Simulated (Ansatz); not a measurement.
Energy needed to pull apart InHF (SMILES [F][InH]), doublet, into free ground-state atoms, from the structure below (displaced at random from its PBE0-D4/def2-TZVP minimum); no zero-point or spin–orbit terms; open-shell atoms are treated unrestricted, in their ground-state multiplicity.

F1  (1.089, 0.983, 0.674)
In2  (-0.509, 0.356, -0.240)
H3  (-0.617, -1.445, -0.463)
(Å)

Program: Ansatz 0.2.0. Basis: def2-TZVPP. Cores are frozen in the correlated methods; orbitals are unrestricted. Filled d shells of the heavier atoms are correlated. Core potentials replace the inner electrons of the atoms past krypton. The def2 sets are not built for correlating such inner shells, so the correlated values are less sure here.

```csv
method,atomization energy (eV)
PBE-D4,6.54
r2SCAN-D4,?
PBE0-D4,6.24
wB97M-V,?
HF,4.29
MP2,6.28
CCSD,6.05
CCSD(T),6.19
```

What does wB97M-V give? (To be estimated.)

The calculation gives: 6.38 eV, which is about 0.19 eV more than CCSD(T)/def2-TZVPP.

What does r2SCAN-D4 give? (To be estimated.)

By the calculation: 6.54 eV, which is about 0.35 eV more than CCSD(T)/def2-TZVPP.

In triple zeta the MP2 and coupled-cluster atomization energies are still short of their basis limit by a few kcal/mol a bond, whereas those of the functionals are nearly converged, so these differences are not deviations from converged CCSD(T).

No T1 diagnostic of these runs exceeds 0.021. ⟨S²⟩ of the unrestricted Hartree–Fock references: 0.77 (a pure state has 0.75).

For scale, one of the runs: CCSD(T)/def2-TZVPP forces, 95 basis functions (an equivalent command: `ansatz run in.yaml --threads 2`). The run took 43 s on 2 CPU threads (shared host), with 1.1 GiB of host memory at its peak.
